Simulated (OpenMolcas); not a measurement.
# Ar3+: Slater's ratio, worked from levels

- Program: OpenMolcas
- Basis: ANO-RCC-VTZP [5s4p2d1f]
- Scalar Hamiltonian: DKH2, point nucleus
- Active space: 5 electrons in 8 orbitals (3s 3p 4s 4p)
- State averaging: 2S+1 = 4 odd, 1 root; 2S+1 = 2 odd, 8 roots; 2S+1 = 4 even, 3 roots; 2S+1 = 2 even, 9 roots
- Spin-orbit coupling: state interaction with AMFI integrals over the reference wave functions, term energies averaged over their components

Methods: CASSCF; SS-CASPT2, IPEA 0.25 Eh, imaginary shift 0.1 Eh (closed shells correlated: 2s 2p). Measured levels: Saloman, J. Phys. Chem. Ref. Data 39, 033101 (2010).

**Slater's ratio.** With one set of orbitals, p3 has 2D* - 4S* = 9 F2 and 2P* - 2D* = 6 F2 (F2 = F²/25), a ratio of 2/3. Term energies are centres of gravity, weighted by 2J + 1.

```
   Source  2D* - 4S*  2P* - 4S*  F2 from the first  Ratio
   CASSCF      25787      35847               2865  0.390
SS-CASPT2      22528      36271               2503  0.610
 measured      21168      34973               2352  0.652
```

Energies in cm-1. A ratio away from 2/3 shows effects beyond one configuration with one set of orbitals, and in heavier atoms second-order spin-orbit shifts. In CASSCF the valence s occupation is 1.96 in 2P* against 2.00 in 2D*: mixing out of s² acts most on 2P* and pulls it down.

Term energies are means over components that CASPT2 splits; among the terms shown or strongly mixed into the levels shown the widest spread is 96 cm-1 (3s2 3p3 2D*, SS-CASPT2). Over all roots computed the reference weight is 0.87 to 0.97 in SS-CASPT2; the roots of lowest weight are the least certain, and an intruder state may touch them. Active for correlation alone: 4p 4s; no level in the range computed is led by a configuration that fills them, so any true level of that kind is missing. Computed and measured levels are paired by configuration, term and J; levels that our copy of the source lacks, or whose pairing is in doubt (as where it misses far off the trend of its configuration), stay unpaired and out of the deviations. Levels of configurations outside the active space are missing.

* marks odd parity.
